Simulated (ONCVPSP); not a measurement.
Before and after: ONCV potential for Tl (Z = 81)

ONCVPSP 4.0.1 input, shortened (lines: element, Z, core and valence counts, functional; n l f; lmax; l rc ep ncon nbas qcut; lloc lpopt rc5 dvloc0; l nproj debl; icmod fcfact rcfact), LDA (Perdew-Wang 92), fully relativistic:

```
  Tl 81.00   10    4  -001012      upf
    1    0    2.00
    2    0    2.00
    2    1    6.00
    3    0    2.00
    3    1    6.00
    3    2   10.00
    4    0    2.00
    4    1    6.00
    4    2   10.00
    4    3   14.00
    5    0    2.00
    5    1    6.00
    5    2   10.00
    6    0    2.00
    3
    0    1.55    0.00    5    9    6.10
    1    1.20    0.00    4    7   11.90
    2    1.45    0.00    4    8    7.00
    3    1.20    0.27    4    8    9.10
    3    5    1.20    0.00
    0    2    1.10
    1    2    2.00
    2    2    2.20
    3    0    4.00
    0    0.00    0.00
```

Open shells are filled in proportion to 2j + 1.

In the p channel the program set the typed energies aside and used -2.872, 0.250 Ha (j = l + 1/2; the other j can differ).

Change: all radii scaled by about 1.17 (s 1.82, p 1.40, d 1.70, f 1.40 bohr).

Cutoffs: the cutoffs (Ha) at which the residual kinetic energy of the hardest occupied pseudo-wave falls to 1 and 0.1 mHa per electron; they do not see the model core or the augmentation charge, which bear on the density cutoff. Errors are all-electron minus pseudo energies relative to the spin-unpolarised reference configuration.

Q: What does the change do?

A: The potential gets softer (51 Ha and 97 Ha → 44 Ha and 52 Ha); of the 4 tests that both files solve, the error grows in 3 and shrinks in 0 by more than 15 % and 0.3 meV (median size 5.4 → 10.3 meV); neither file shows a bound ghost. A larger radius leaves more room for a smooth pseudo-wave, so fewer plane waves are needed. More of the atom is replaced by a form fitted at one configuration, so other configurations suffer.

| quantity | base | changed |
| --- | --- | --- |
| cutoff, loose | 51 Ha | 44 Ha |
| cutoff, tight | 97 Ha | 52 Ha |
| loose cutoff by channel | s 42 Ha, p 51 Ha, d 23 Ha | s 15 Ha, p 44 Ha, d 22 Ha |
| bound ghosts | none | none |
| GHOST(+) flags under 300 eV | s at 81.8 eV | none |
| error for 5s2 5p6 5d10 6s2 6p1, meV [ΔE -5.51 eV] | -0.1 | 0.0 |
| error for 5s2 5p6 5d10 6s1, meV [ΔE 21.20 eV] | -1.5 | -3.3 |
| error for 5s2 5p6 5d10 6s0, meV [ΔE 51.79 eV] | -9.8 | -17 |
| error for 5s2 5p6 5d9 6s0, meV [ΔE 103.85 eV] | -9.3 | -18 |
